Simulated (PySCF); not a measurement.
Species: C2H9B2N.
Numbering: `[BH2:1][B:2]([CH3:3])[NH:4][CH3:5]` (hydrogens: H6, H7 on B1; H8, H9, H10 on C3; H11 on N4; H12, H13, H14 on C5)

Method: PBE0-D3(BJ)/def2-SVP geometry optimisation, gas phase in PySCF 2.14.0.

Give the optimised bond lengths and angles.

| bond | length (Å) |
| --- | --- |
| B1–B2 | 1.684 |
| B2–C3 | 1.597 |
| B2–N4 | 1.402 |
| N4–C5 | 1.442 |
| B1–H6, B1–H7 | 1.215 |
| C3–H8, C3–H9, C3–H10 | 1.103 |
| N4–H11 | 1.013 |
| C5–H12, C5–H13, C5–H14 | 1.102 |

Bonds in one row agree within 0.01 Å and their mean is given. A selection of angles:
| angle | degrees |
| --- | --- |
| B2–B1–H6 | 122.0 |
| B2–B1–H7 | 122.7 |
| H6–B1–H7 | 114.9 |
| B1–B2–C3 | 114.0 |
| B1–B2–N4 | 125.6 |
| C3–B2–N4 | 120.5 |
| B2–C3–H8 | 109.8 |
| B2–C3–H9 | 111.6 |
| B2–C3–H10 | 114.0 |
| H8–C3–H9 | 107.2 |
| B2–N4–C5 | 128.3 |
| B2–N4–H11 | 118.7 |
| C5–N4–H11 | 113.0 |
| N4–C5–H12 | 112.1 |
| N4–C5–H13 | 110.2 |
| H12–C5–H13 | 107.4 |

Torsions: B1–B2–N4–C5 -179° (antiperiplanar). The mirror-image conformer, all signs reversed, is as good.

B2 (three-coordinate boron) is planar (angles 125.6°, 120.5° and 114.0°, sum 360.0°, 0.01 Å off the plane of its three neighbours). N4 (boron-bound nitrogen) is planar (angles 128.3°, 118.7° and 113.0°, sum 360.0°, 0.00 Å off the plane of its three neighbours). Of the pairs four or more bonds apart, C3···H13 is among the closest relative to their van der Waals radii: 2.63 Å, 91 % of the sum of Bondi's values. B1 (three-coordinate boron) is planar (angles 122.7°, 122.0° and 114.9°, sum 359.6°, 0.05 Å off the plane of its three neighbours). The 5 heavy atoms lie in one plane (0.004 Å rms).

Point group: near Cs, missed by 0.28 Å at most; the miss may be what the optimiser left on a soft mode. PBE0-D3(BJ)/def2-SVP frequencies: not computed here. One conformer, not necessarily the lowest.

Time: 43 s; peak memory 0.47 GiB. Hardware: one thread, Arm Neoverse V1 (aarch64), no GPU, shared host with 32 logical CPUs at a one-minute load of 29. These figures are those of the optimisation.
